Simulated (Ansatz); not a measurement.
Ansatz (a quantum-chemistry and plane-wave program) input (B3LYP-D3(BJ)/def2-TZVP):

Ansatz 0.2 input:
```yaml
crystal:
  periodic: [false, false, false]
  atoms:
    - {symbol: Ge, position_ang: [-0.00000000, -0.00000000, -1.54512964]}
    - {symbol: Te, position_ang: [0.00000000, 0.00000000, 0.95084901]}
basis:
  gaussian:
    orbitals: def2-TZVP
hamiltonian:
  xc: b3lyp
  dispersion: d3bj
total_charge: -1
magnetization: {spin_polarized: true, initial_magnetization: 1}
phonons: {temperatures: {t_min: 298.15, t_max: 298.15, t_step: 100}}
```

Output:

```
Functional definition: B3LYP
integrals: 0.04 GiB planned
853 factors; integrals over basis functions are off by at most 2.3e-4 eV
mean field: 0.61 GiB planned
mean field evaluation 1: about -63816.4597 eV, gradient 1.6e1 eV
mean field evaluation 2: about -63816.3082 eV, gradient 1.8e1 eV
mean field evaluation 4: about -63816.9723 eV, gradient 3.1e-1 eV
mean field evaluation 8: about -63816.9891 eV, gradient 3.6e-2 eV
mean field evaluation 16: about -63816.9892 eV, gradient 7.0e-5 eV
mean field -63816.98919209 eV, -2345.2310961004 hartree, gradient 7.0e-5 eV, S^2 0.754452; 1 other end points of the search recorded, 0 dependent functions left out
the calculation of the forces begins
reference -63816.98936121 eV, -2345.2311023154 hartree; 29, 28 occupied and 69, 70 virtual orbitals, 853 factors
these checks for a lower state are left out or cut short: stability, starts, cluster_reference, orbital_swaps, neighbouring_geometries, increment
integrals: 0.04 GiB planned
853 factors; integrals over basis functions are off by at most 2.3e-4 eV
mean field: 0.61 GiB planned
mean field evaluation 32: about -63816.9892 eV, gradient 3.9e-5 eV
mean field -63816.98919209 eV, -2345.2310961006 hartree, gradient 2.2e-7 eV, S^2 0.754452; 0 other end points of the search recorded, 0 dependent functions left out
the calculation of the forces begins
reference -63816.98936122 eV, -2345.2311023156 hartree; 29, 28 occupied and 69, 70 virtual orbitals, 853 factors
these checks for a lower state are left out or cut short: stability, starts, cluster_reference, orbital_swaps, neighbouring_geometries, increment
integrals: 0.04 GiB planned
853 factors; integrals over basis functions are off by at most 2.3e-4 eV
mean field: 0.61 GiB planned
mean field -63816.98919209 eV, -2345.2310961006 hartree, gradient 2.2e-7 eV, S^2 0.754452; 0 other end points of the search recorded, 0 dependent functions left out
the calculation of the forces begins
reference -63816.98936122 eV, -2345.2311023156 hartree; 29, 28 occupied and 69, 70 virtual orbitals, 853 factors
these checks for a lower state are left out or cut short: stability, starts, cluster_reference, orbital_swaps, neighbouring_geometries, increment
integrals: 0.04 GiB planned
853 factors; integrals over basis functions are off by at most 2.3e-4 eV
mean field: 0.61 GiB planned
mean field -63816.98919209 eV, -2345.2310961006 hartree, gradient 1.4e-7 eV, S^2 0.754452; 0 other end points of the search recorded, 0 dependent functions left out
the calculation of the forces begins
reference -63816.98936122 eV, -2345.2311023156 hartree; 29, 28 occupied and 69, 70 virtual orbitals, 853 factors
these checks for a lower state are left out or cut short: stability, starts, cluster_reference, orbital_swaps, neighbouring_geometries, increment
integrals: 0.04 GiB planned
853 factors; integrals over basis functions are off by at most 2.3e-4 eV
mean field: 0.61 GiB planned
mean field -63816.98919209 eV, -2345.2310961006 hartree, gradient 1.4e-7 eV, S^2 0.754452; 0 other end points of the search recorded, 0 dependent functions left out
the calculation of the forces begins
reference -63816.98936122 eV, -2345.2311023156 hartree; 29, 28 occupied and 69, 70 virtual orbitals, 853 factors
these checks for a lower state are left out or cut short: stability, starts, cluster_reference, orbital_swaps, neighbouring_geometries, increment
integrals: 0.04 GiB planned
853 factors; integrals over basis functions are off by at most 2.3e-4 eV
mean field: 0.61 GiB planned
mean field -63816.98914595 eV, -2345.2310944048 hartree, gradient 2.1e-6 eV, S^2 0.754434; 0 other end points of the search recorded, 0 dependent functions left out
the calculation of the forces begins
reference -63816.98931503 eV, -2345.2311006185 hartree; 29, 28 occupied and 69, 70 virtual orbitals, 853 factors
these checks for a lower state are left out or cut short: stability, starts, cluster_reference, orbital_swaps, neighbouring_geometries, increment
integrals: 0.04 GiB planned
853 factors; integrals over basis functions are off by at most 2.3e-4 eV
mean field: 0.61 GiB planned
mean field evaluation 64: about -63816.9734 eV, gradient 1.6e-1 eV
mean field -63816.98916794 eV, -2345.2310952129 hartree, gradient 2.1e-6 eV, S^2 0.754471; 0 other end points of the search recorded, 0 dependent functions left out
the calculation of the forces begins
reference -63816.98933710 eV, -2345.2311014293 hartree; 29, 28 occupied and 69, 70 virtual orbitals, 853 factors
these checks for a lower state are left out or cut short: stability, starts, cluster_reference, orbital_swaps, neighbouring_geometries, increment
integrals: 0.04 GiB planned
853 factors; integrals over basis functions are off by at most 2.3e-4 eV
mean field: 0.61 GiB planned
mean field -63816.98919209 eV, -2345.2310961006 hartree, gradient 2.2e-7 eV, S^2 0.754452; 0 other end points of the search recorded, 0 dependent functions left out
the calculation of the forces begins
reference -63816.98936122 eV, -2345.2311023156 hartree; 29, 28 occupied and 69, 70 virtual orbitals, 853 factors
these checks for a lower state are left out or cut short: stability, starts, cluster_reference, orbital_swaps, neighbouring_geometries, increment
integrals: 0.04 GiB planned
853 factors; integrals over basis functions are off by at most 2.3e-4 eV
mean field: 0.61 GiB planned
mean field -63816.98919209 eV, -2345.2310961006 hartree, gradient 2.2e-7 eV, S^2 0.754452; 0 other end points of the search recorded, 0 dependent functions left out
the calculation of the forces begins
reference -63816.98936122 eV, -2345.2311023156 hartree; 29, 28 occupied and 69, 70 virtual orbitals, 853 factors
these checks for a lower state are left out or cut short: stability, starts, cluster_reference, orbital_swaps, neighbouring_geometries, increment
integrals: 0.04 GiB planned
853 factors; integrals over basis functions are off by at most 2.3e-4 eV
mean field: 0.61 GiB planned
mean field -63816.98919209 eV, -2345.2310961006 hartree, gradient 1.4e-7 eV, S^2 0.754452; 0 other end points of the search recorded, 0 dependent functions left out
the calculation of the forces begins
reference -63816.98936122 eV, -2345.2311023156 hartree; 29, 28 occupied and 69, 70 virtual orbitals, 853 factors
these checks for a lower state are left out or cut short: stability, starts, cluster_reference, orbital_swaps, neighbouring_geometries, increment
integrals: 0.04 GiB planned
853 factors; integrals over basis functions are off by at most 2.3e-4 eV
mean field: 0.61 GiB planned
mean field evaluation 96: about -63816.9892 eV, gradient 8.4e-7 eV
mean field -63816.98919209 eV, -2345.2310961006 hartree, gradient 1.4e-7 eV, S^2 0.754452; 0 other end points of the search recorded, 0 dependent functions left out
the calculation of the forces begins
reference -63816.98936122 eV, -2345.2311023156 hartree; 29, 28 occupied and 69, 70 virtual orbitals, 853 factors
these checks for a lower state are left out or cut short: stability, starts, cluster_reference, orbital_swaps, neighbouring_geometries, increment
integrals: 0.04 GiB planned
853 factors; integrals over basis functions are off by at most 2.3e-4 eV
mean field: 0.61 GiB planned
mean field -63816.98916794 eV, -2345.2310952129 hartree, gradient 2.1e-6 eV, S^2 0.754471; 0 other end points of the search recorded, 0 dependent functions left out
the calculation of the forces begins
reference -63816.98933710 eV, -2345.2311014293 hartree; 29, 28 occupied and 69, 70 virtual orbitals, 853 factors
these checks for a lower state are left out or cut short: stability, starts, cluster_reference, orbital_swaps, neighbouring_geometries, increment
integrals: 0.04 GiB planned
853 factors; integrals over basis functions are off by at most 2.3e-4 eV
mean field: 0.61 GiB planned
mean field -63816.98914595 eV, -2345.2310944048 hartree, gradient 2.1e-6 eV, S^2 0.754434; 0 other end points of the search recorded, 0 dependent functions left out
the calculation of the forces begins
reference -63816.98931503 eV, -2345.2311006185 hartree; 29, 28 occupied and 69, 70 virtual orbitals, 853 factors
Total energy: -63817.09898341 eV, -2345.2351308572 hartree
Atom 0 at    -0.000000    -0.000000    -1.545130 Å, force     0.000000    -0.000000     0.000194 eV/Å
Atom 1 at     0.000000     0.000000     0.950849 Å, force    -0.000000     0.000000    -0.000194 eV/Å
Dipole moment:    -0.000000     0.000000    -0.038645 e Å
Vibrations: 257.07 cm⁻¹, zero-point energy 0.015936 eV
```
